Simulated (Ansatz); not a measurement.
A structure relaxed at PBE0-D4/def2-SVP in Ansatz, charge 1, doublet:

```xyz
6

Li   -0.870    1.566   -1.408
Li   -0.390   -0.740    2.192
Li    1.574   -1.561    0.227
Cl   -0.094    0.080    0.007
Cl   -1.409    2.895   -3.280
Cl    1.189   -2.241    2.262
```

(1) Give its formula and point group.

(2) Summarise the bond lengths by kind (pairs closer than 1.2 times the sum of covalent radii, bridged metal pairs left out).

Results:

(1) the cluster Li₃Cl₃⁺. Point group Cs (tolerance 0.1 Å).

(2) 6 × Cl–Li 2.18 to 2.36 Å.

Another isomer (doublet) lies 0.61 eV lower at PBE0-D4/def2-TZVP; other spin states weren't run for this one.
